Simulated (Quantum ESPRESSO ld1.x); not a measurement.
Problem. These are the eigenvalues of the occupied orbitals of an atom or ion with whole-number occupations (eV). Method: Dirac Kohn-Sham, revPBE, spin-unpolarised, spherical densities, point nucleus; computed with ld1.x of Quantum ESPRESSO 7.5.

orbital  eigenvalue
1s1/2      -858.281
2s1/2      -171.000

Which element is it, and in what charge state? The configuration may be excited. Open shells, if any, fill j = l - 1/2 first.

Solution. Z = 9, fluorine, charge +6: F6+ in [He] 2s1. The 1s level, -31.541 hartree, gives Z - s = 7.9 by -(Z - s)^2/2, which with screening and relativity narrows Z to a few neighbours, and the depths must fix Z and the occupations together.
